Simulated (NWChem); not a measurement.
Everything below was run with NWChem. System: H4AlClS, charge 0, spin multiplicity 1, at a geometry optimised with B3LYP/def2-SVP. The structure started from a generated list of species. Level: B2PLYP/6-311G** (spherical d), 15 core orbitals frozen.

Output (cleaned and shortened):

```
             Northwest Computational Chemistry Package (NWChem) 7.3.0
             --------------------------------------------------------

                                NWChem Input Module
                                -------------------

 Scaling coordinates for geometry "geometry" by  1.889725989
 (inverse scale =  0.529177249)

                             Geometry "geometry" -> ""
                             -------------------------

 Output coordinates in angstroms (scale by  1.889725989 to convert to a.u.)

  No.       Tag          Charge          X              Y              Z
 ---- ---------------- ---------- -------------- -------------- --------------
    1 Al                  13.0000    -0.68411700    -0.72179500    -0.49266500
    2 H                    1.0000    -0.35348200    -2.22473700    -0.12309500
    3 H                    1.0000    -2.15621400    -0.16124500    -0.64546200
    4 Cl                  17.0000     0.84621900     0.34503000    -1.56030400
    5 S                   16.0000    -0.24531500     0.26496900     1.89369700
    6 H                    1.0000     1.09946900     0.10235200     1.88632900
    7 H                    1.0000    -0.15692700     1.56195200     1.51290200

 Effective nuclear repulsion energy (a.u.)     178.9792426238

            Nuclear Dipole moment (a.u.)
            ----------------------------
        X                 Y               Z
 ---------------- ---------------- ----------------
     0.0000151178     0.0000018897     0.0000245664


 Summary of "ao basis" -> "" (spherical)
 ------------------------------------------------------------------------------
       Tag                 Description            Shells   Functions and Types
 ---------------- ------------------------------  ------  ---------------------
 *                          6-311g**                  on all atoms

  dft_input: which_mp2 not specified, using semidirect MP2 by default.

                                 NWChem DFT Module
                                 -----------------

 Summary of "ao basis" -> "ao basis" (spherical)
 ------------------------------------------------------------------------------
       Tag                 Description            Shells   Functions and Types
 ---------------- ------------------------------  ------  ---------------------
 Al                         6-311g**                12       26   6s5p1d
 H                          6-311g**                 4        6   3s1p
[...]
              MO Center= -2.8D-01, -3.3D-01, -3.7D-01, r^2= 8.4D+00
   Bfn.  Coefficient  Atom+Function         Bfn.  Coefficient  Atom+Function
  ----- ------------  ---------------      ----- ------------  ---------------
    93     -0.978419  6 H  s                 99     -0.982193  7 H  s
    21      0.913531  1 Al pz                70      0.695815  5 S  s
    83      0.663369  5 S  px                84      0.593669  5 S  py
    18      0.352994  1 Al pz                44      0.322366  4 Cl s
    19     -0.312017  1 Al px                80      0.224416  5 S  px

 center of mass
 --------------
 x =   0.03299186 y =   0.00645210 z =  -0.08986657

 moments of inertia (a.u.)
 ------------------
         858.450656434678         -80.200576350927         173.380597942866
         -80.200576350927         921.551893924229         -34.942090853580
         173.380597942866         -34.942090853580         262.704106170554

     Multipole analysis of the density
     ---------------------------------

     L   x y z        total         alpha         beta         nuclear
     -   - - -        -----         -----         ----         -------
     0   0 0 0     -0.000000    -25.000000    -25.000000     50.000000

     1   1 0 0      0.040284      0.020135      0.020135      0.000015
     1   0 1 0      0.403167      0.201583      0.201583      0.000002
     1   0 0 1      1.477916      0.738946      0.738946      0.000025

     2   2 0 0    -32.924645    -61.508118    -61.508118     90.091592
     2   1 1 0     -0.264637    -20.387921    -20.387921     40.511206
     2   1 0 1      2.958382     41.163714     41.163714    -79.369047
     2   0 2 0    -31.332104    -46.637148    -46.637148     61.942192
     2   0 1 1      2.591421    -10.191117    -10.191117     22.973654
     2   0 0 2    -31.608482   -208.996975   -208.996975    386.385468

                   NWChem MP2 Semi-direct Energy/Gradient Module
                   ---------------------------------------------

  Basis functions       =    102
  Molecular orbitals    =    102
  Frozen core           =     15
  Frozen virtuals       =      0
  Active alpha occupied =     10
  Active beta occupied  =     10
  Active alpha virtual  =     77
  Active beta virtual   =     77
  Use MO symmetry       = F
  Use skeleton AO sym   = F

  AO/Fock/Back tols     =   1.0D-09  1.0D-09  1.0D-09

 GA uses MA = F    GA memory limited = T

 Available:
  local mem=  3.29D+07
 global mem=  1.31D+08
 local disk=  0.00D+00
  mp2_memr nvloc                    77
  nvloc new                    77
   1 passes of  10:        3145728                      40859                  12280579.
   1 passes of  10: M     32852928           G      131051192           F      29707200.

 Semi-direct pass number   1 of   1  for RHF alpha+beta  at       10.9s
  vrange nnbf                  4684
  mp2_eaftype                    46  avail_ma_in_mb                   286
 EAF : mp2_eaftype filesize          46    6140290.
  mp2_eaf for mointskh                     46
Node 0 wrote     28.9 Mb in      0.0 s     Agg I/O rate:  1306.6 Mb/s
 Done moints_semi at       16.3s
  mp2_eaftype                    46  avail_ma_in_mb                   286
 EAF : mp2_eaftype filesize          46    6140290.
  mp2_eaf for kh                    46
 Done maket at       16.6s
 Done multipass loop at       16.6s

          -------------------------------------------
          DFT energy                   -1102.778939322823
          Unscaled MP2 energy             -0.436013682796
          Total DFT+MP2 energy         -1102.896663017178
          -------------------------------------------

 -----------------------
 Performance information
 -----------------------

 Timer overhead =  2.33D-07 seconds/call

               Nr. of calls         CPU time (s)                 Wall time (s)                GFlops
             ---------------    -------------------     ------------------------------   -------------------
Name         Min   Avg   Max    Min     Avg     Max     Min     Avg     Max   Mx/calls   Min     Max     Sum
mp2: moin     1     1     1    5.4     5.4     5.4      5.4     5.4     5.4     5.4      0.0     0.0     0.0
mp2: make     1     1     1   0.35    0.35    0.35     0.35    0.35    0.35    0.35      0.0     0.0     0.0
mp2: tota     1     1     1    5.8     5.8     5.8      5.8     5.8     5.8     5.8      0.0     0.0     0.0

 The average no. of pstat calls per process was 3.00D+00
 with a timing overhead of 7.00D-07s

 Task  times  cpu:       16.6s     wall:       16.6s

 Total times  cpu:       16.7s     wall:       16.7s
```

Problem. Write an NWChem input that would produce this output.

Solution. This is not unique; one that fits is 
```
start mol
memory heap 200 mb stack 800 mb global 1000 mb
geometry units angstroms nocenter noautoz noautosym
  Al    -0.684117    -0.721795    -0.492665
  H     -0.353482    -2.224737    -0.123095
  H     -2.156214    -0.161245    -0.645462
  Cl     0.846219     0.345030    -1.560304
  S     -0.245315     0.264969     1.893697
  H      1.099469     0.102352     1.886329
  H     -0.156927     1.561952     1.512902
end
basis spherical
  * library 6-311g**
end
dft
  xc hfexch 0.53 becke88 0.47 lyp 0.73 mp2 0.27
  dftmp2
  semidirect memsize 60000000 filesize 0
  iterations 100
end
mp2
  freeze core 15
end
task dft energy
```
